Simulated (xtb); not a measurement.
C₈H₁₀, charge -1, doublet, geometry from GFN2-xTB of the parent state (a state made from the parent by changing its charge; the spin is typed, not shown lowest); xtb with GFN2-xTB.

Here is a job for xtb.
```
$ xtb mol.xyz --gfn 2 --chrg -1 --uhf 1 --json

# file mol.xyz
18

C      2.90010343     0.10407050     0.07787277
C      1.40316491     0.03832036     0.03106845
C      0.69680774     0.62920730    -1.00842597
C     -0.68465728     0.58487718    -1.04300050
C     -1.40253119    -0.05177108    -0.03913414
C     -2.90108119    -0.08331770    -0.06542841
C     -0.69623188    -0.64142983     1.00109676
C      0.68523148    -0.59706443     1.03569245
H      3.31899475     0.12674528    -0.92572707
H      3.21787642     1.01005545     0.59561790
H      3.30982381    -0.74990579     0.61248457
H      1.23551140     1.12768548    -1.80226716
H     -1.21364435     1.04918714    -1.86364012
H     -3.27853436    -0.98551728     0.41076665
H     -3.30198950     0.77524528     0.47493309
H     -3.27255782    -0.04106511    -1.08678823
H     -1.23473299    -1.14420713     1.79236000
H      1.21441655    -1.06557715     1.85381189
```

The log (banner, timings and long lists left out):

```
   ID    Z sym.   atoms
    1    6 C      1-8
    2    1 H      9-18

           -------------------------------------------------
          |                Calculation Setup                |
           -------------------------------------------------

           -------------------------------------------------
          |                 G F N 2 - x T B                 |
           -------------------------------------------------

          ...................................................
          :                      SETUP                      :
          :.................................................:
          :  # basis functions                  42          :
          :  # atomic orbitals                  42          :
          :  # shells                           26          :
          :  # electrons                        43          :
          :  max. iterations                   250          :
          :  Hamiltonian                  GFN2-xTB          :
          :  restarted?                      false          :
          :  GBSA solvation                  false          :
          :  PC potential                    false          :
          :  electronic temp.          300.0000000     K    :
          :  accuracy                    1.0000000          :
          :  -> integral cutoff          0.2500000E+02      :
          :  -> integral neglect         0.1000000E-07      :
          :  -> SCF convergence          0.1000000E-05 Eh   :
          :  -> wf. convergence          0.1000000E-03 e    :
          :  Broyden damping             0.4000000          :
          :  net charge                         -1          :
          :  unpaired electrons                  1          :
          ...................................................

 iter      E             dE          RMSdq      gap      omega  full diag
   1    -22.6713389 -0.226713E+02  0.294E+00    0.16       0.0  T
   2    -22.6881954 -0.168566E-01  0.277E+00    0.51       1.0  T
   3    -22.7284319 -0.402365E-01  0.122E+00    0.06       1.0  T
   4    -22.7217305  0.670146E-02  0.149E+00    0.16       1.0  T
   5    -22.7335613 -0.118308E-01  0.525E-01    0.04       1.0  T
   6    -22.7328610  0.700347E-03  0.591E-01    0.05       1.0  T
   7    -22.7360762 -0.321529E-02  0.157E-01    0.02       1.0  T
   8    -22.7362672 -0.190947E-03  0.196E-02    0.01       1.2  T
   9    -22.7362662  0.100933E-05  0.142E-02    0.01       1.7  T
[...]
         :: total energy             -22.322900011704 Eh    ::
[...]

Wiberg/Mayer (AO) data.
largest (>0.10) Wiberg bond orders for each atom

 ---------------------------------------------------------------------------
     #   Z sym  total        # sym  WBO       # sym  WBO       # sym  WBO
 ---------------------------------------------------------------------------
     1   6 C    3.987 --     2 C    1.007    11 H    0.985     9 H    0.985
                            10 H    0.976
     2   6 C    3.759 --     8 C    1.317     3 C    1.314     1 C    1.007
     3   6 C    3.772 --     4 C    1.364     2 C    1.314    12 H    0.967
     4   6 C    3.774 --     3 C    1.364     5 C    1.317    13 H    0.967
     5   6 C    3.759 --     4 C    1.317     7 C    1.314     6 C    1.007
     6   6 C    3.987 --     5 C    1.007    16 H    0.985    14 H    0.985
                            15 H    0.976
     7   6 C    3.772 --     8 C    1.364     5 C    1.314    17 H    0.967
     8   6 C    3.774 --     7 C    1.364     2 C    1.317    18 H    0.967
     9   1 H    0.998 --     1 C    0.985
    10   1 H    0.992 --     1 C    0.976
    11   1 H    0.998 --     1 C    0.985
    12   1 H    0.995 --     3 C    0.967
    13   1 H    0.995 --     4 C    0.967
    14   1 H    0.998 --     6 C    0.985
    15   1 H    0.992 --     6 C    0.976
    16   1 H    0.998 --     6 C    0.985
    17   1 H    0.995 --     7 C    0.967
    18   1 H    0.995 --     8 C    0.967
 ---------------------------------------------------------------------------

Topologies differ in total number of bonds
Writing topology from bond orders to xtbtopo.mol

molecular dipole:
                 x           y           z       tot (Debye)
 q only:        0.001      -0.011      -0.007
   full:       -0.001       0.011       0.007       0.034
molecular quadrupole (traceless):
                xx          xy          yy          xz          yz          zz
 q only:       -7.262      -0.533       5.797      -0.330       4.056       1.465
  q+dip:       -4.605      -0.285       3.022      -0.188       1.346       1.583
   full:       -4.887      -0.337       3.629      -0.213       2.219       1.258

           -------------------------------------------------
          | TOTAL ENERGY              -22.322900011704 Eh   |
          | GRADIENT NORM               0.040848551054 Eh/α |
          | HOMO-LUMO GAP               0.010891229243 eV   |
           -------------------------------------------------

normal termination of xtb
```
